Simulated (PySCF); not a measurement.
C2HF4, SMILES F[CH]C(F)(F)F, multiplicity 2.

Coordinates come from a B3LYP-D3(BJ)/def2-SVP optimisation. The isomer is the one that the SMILES or the coordinates give; other isomers of the formula were not compared.

Method: CAM-B3LYP/def2-TZVP (PySCF).

Isolated molecule, no solvent.

| Property | Value |
|---|---|
| total energy | -476.20826 hartree |
| α spin, highest occupied and lowest empty level | -9.04 and 2.42 eV |
| β spin, highest occupied and lowest empty level | -12.58 and -1.52 eV |
| dipole moment | 1.79 D |
| quadrupole, principal values (traceless, Buckingham form, about the centre of nuclear charge) | -3.27, -1.07, 4.35 D·Å |
| mean static polarisability | 26.4 bohr³ (3.91 Å³) |
| polarisability, principal values | 23.9, 27.0, 28.2 bohr³ |
| ⟨S²⟩ | 0.754 (pure state 0.75) |
